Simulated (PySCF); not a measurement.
Electron correlation in Pm⁴⁵⁺ (promethium, charge +45)

[Ne] 3s2 3p4, high-spin 3P determinant. All numbers are calculated (PySCF 2.14, scalar relativity by spin-free X2C-1e, in an even-tempered Gaussian basis (18 s from 8.8 bohr⁻², ratio 2.5; 12 p from 11 bohr⁻², ratio 2.5; 4 d from 50 bohr⁻², ratio 2.7; 4 f from 74 bohr⁻², ratio 2.7)). Frozen: 1s2; 14 electrons correlated; the 21 highest virtual orbitals of each spin left out.

```csv
level,correlation energy (mhartree)
CCSD,-594.00
(T),-0.88
CCSD(T),-594.88
```

Diagnostics: T1 = 0.00046, D1 = 0.0021, largest double amplitude 0.017.

Spin-orbit coupling is strong in this species (close to jj coupling), so the high-spin LS determinant is a model state, not a physical level.

Cost of the coupled-cluster step: about 40 core-seconds, for 14 correlated electrons.

At this charge the one-electron X2C treatment keeps the bare 1/r₁₂, with no two-electron picture change or Breit term. The effect here is smaller than on the frozen 1s shell; and a scalar Hamiltonian misses the large spin-orbit splitting of the p shells, which matters for ns² → np² pairs.

Spin-orbit coupling is strong in this species, so the high-spin LS determinant is a model state.
